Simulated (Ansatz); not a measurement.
Born–Oppenheimer molecular dynamics of FGaH (3 atoms, charge 0, multiplicity 2). It starts from a relaxed structure.

Method: Ansatz, UKS PBE-D4/def2-SVP.

```json
{
  "ensemble": "NVT, Langevin thermostat",
  "time step": "4 fs",
  "steps asked": "40",
  "set temperature": "400 K",
  "friction": "0.02 /fs",
  "seed": "530477"
}
```

First frame:

```xyz
3
Properties=species:S:1:pos:R:3
F -1.266 0.457 -0.652
Ga 0.294 0.479 0.216
H 0.961 -1.001 0.423
```

How far do the bonds stretch over the last three quarters of this one trajectory? (Pairs bonded in most of those frames.)


```json
{"bond": "F1–Ga2", "mean (Å)": "1.789", "spread (Å)": "0.024", "shortest": "1.75", "longest": "1.82"}
{"bond": "Ga2–H3", "mean (Å)": "1.664", "spread (Å)": "0.054", "shortest": "1.60", "longest": "1.78"}
```

Mean temperature of the second half: 534 K. The mean temperature of the second half is 33 % above the set value. A step of 4 fs is long for free X–H stretches (periods near 10 fs) and can bias their spread and the temperature. A run of 0.16 ps of so small a system gives no equilibrium averages.

Time of the run: 2.9 min on 1 thread of AMD EPYC (Zen 3) (shared host), peak memory 0.12 GiB.
